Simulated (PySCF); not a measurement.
# Calculated NMR parameters of N#CCC=C=C[SiH](Cl)Cl

```yaml
Formula: C5H5Cl2NSi
SMILES: N#CCC=C=C[SiH](Cl)Cl
Point_group_of_the_computed_structure: C1
Degrees_of_unsaturation: 4
Carbon_signals: 5
Proton_signals: 4
```

Mapped SMILES: `[N:1]#[C:2][CH2:3][CH:4]=[C:5]=[CH:6][SiH:7]([Cl:8])[Cl:9]`. Hydrogens are named by the atom that carries them.

PySCF calculation with PBE0/pcSseg-1 with gauge-including orbitals and geometry: GFN2-xTB; one conformer, non-relativistic, equivalent nuclei averaged, isolated molecule.

δ = σ(ref) − σ, references computed at the same level: ¹H (σref 31.72), ¹³C (σref 186.93), ²⁹Si (σref 349.16) vs TMS; ¹⁵N (σref 267.73) vs NH3.

| carbon | δC, type | δH (multiplicity) | HMBC from (2–3 bonds) | span of the C tensor (ppm) |
| --- | --- | --- | --- | --- |
| C2 | 120.5, C | – | H(C4), H(C3) | 341 |
| C3 | 18.3, CH2 | 3.01 (m) | H(C4) | 20 |
| C4 | 86.6, CH | 5.22 (m) | H(C6), H(C3) | 137 |
| C5 | 223.1, C | – | H(Si7), H(C6), H(C4), H(C3) | 80 |
| C6 | 94.0, CH | 5.64 (m) | H(Si7), H(C4) | 141 |

Other nuclei:
```tsv
atoms	nucleus	environment	δ (ppm)	σ (ppm)
H(Si7)	¹H	hydrogen on a silicon bonded to C, 2 Cl	6.07	25.65
Si7	²⁹Si	silicon bonded to C, 2 Cl, H	2.5	346.7
N1	¹⁵N	nitrile nitrogen	306.4	-38.6
```

1. Carbon types of the structure: 2 × C, 2 × CH, 1 × CH2, leaving 1 H on heteroatoms.
2. δC 223.1: central carbon of an allene; the central sp carbon of an allene is among the most deshielded carbons of hydrocarbons.
3. δC 120.5: nitrile carbon; C≡N carbons fall here, among the sp2 signals but without a proton.
4. δC 94.0, 86.6: terminal carbon of a cumulated C=C=C unit.
5. δC 18.3: allylic sp3 CH2; saturated and bonded to C and H only.
6. δH 3.01: hydrogen on an allylic sp3 CH2; allylic position.

Shifts are as computed. Against solution values, carbons near 30 ppm lie about +3 ppm off and those near 130 ppm about +5 ppm. Of 1211 compounds with measured shifts, 218 miss one by over three times the rms of a fit or turn the order of signals round; such compounds aren't used in these exercises. Experimental scales use liquid or dissolved standards, which lie at an offset from isolated NH3 (liquid NH3: subtract about 20 ppm). Unscaled 15N shifts of sp2 nitrogen come out 20 to 40 ppm too high even then. No couplings were computed; multiplicities are counted from neighbouring protons, with m where these are inequivalent, close in shift, in a saturated or five-membered ring or joined by F or P, and br s for small geminal =CH2 splittings.
